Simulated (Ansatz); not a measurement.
```yaml
crystal:
  periodic: [false, false, false]
  atoms:
    - {symbol: Rh, position_ang: [-2.002363, -0.188874, -0.062681]}
    - {symbol: Rh, position_ang: [-0.031515, -1.390248, 0.578906]}
    - {symbol: Rh, position_ang: [1.683315, -0.961125, -1.061064]}
    - {symbol: Rh, position_ang: [-0.830069, 1.830561, -0.058546]}
    - {symbol: Rh, position_ang: [1.180632, 0.709695, 0.603384]}
basis:
  gaussian: {orbitals: def2-TZVPD, initial_orbitals: start.molden}
total_charge: -1
hamiltonian: {xc: pbe}
correlation: {method: rpa}
scf: {omitted_lower_state_checks: [starts]}
```

The file start.molden holds the orbitals of an earlier run on this structure, at another level or in another basis.

```sh
$ ansatz run in.yaml --threads 4 --pin off --events-out ev --progress --plain --max-ram 4787MiB
```

Shortened log:

```
Functional definition: PBE
  name "PBE"
  cite "Perdew, Burke & Ernzerhof, Phys. Rev. Lett. 77, 3865 (1996) doi:10.1103/PhysRevLett.77.3865"
  parent pbe
  parameter kappa = 0.804
  parameter beta = 0.06672455060314922
  exchange = pbe_x(kappa = kappa, mu = beta*pi^2/3)
  correlation = pbe_c(beta = beta)
these checks for a lower state are left out or cut short: starts
1955 factors; integrals over basis functions are off by at most 1.9e-4 eV
mean field evaluation 1: about -15048.4336 eV, gradient 8.0e0 eV
mean field evaluation 2: about -15048.9762 eV, gradient 1.7e0 eV
mean field evaluation 4: about -15049.0230 eV, gradient 7.1e-1 eV
mean field evaluation 8: about -15049.0312 eV, gradient 1.3e-2 eV
mean field -15049.03122112 eV, -553.0416967766 hartree, gradient 1.1e-6 eV, S^2 0.000000; 0 other end points of the search recorded, 0 dependent functions left out; unrestricted orbitals would lower it
mean field evaluation 16: about -14914.9916 eV, gradient 7.0e0 eV
mean field evaluation 32: about -14926.3382 eV, gradient 8.2e-1 eV
reference -14910.20331154 eV, -547.9398652002 hartree; 43, 43 occupied and 157, 157 virtual orbitals, 1955 factors
Error: the energy between an occupied orbital and the lowest state that it is excited into in its spin channel is -0.1205 eV and must be positive: a state without a gap has no random-phase energy
```

(1) Can the result of this run be used?

## Answers

(1) No. The run stopped with an error. The reference has no gap: an occupied orbital lies above an empty one, and the correlation energy can't be formed.
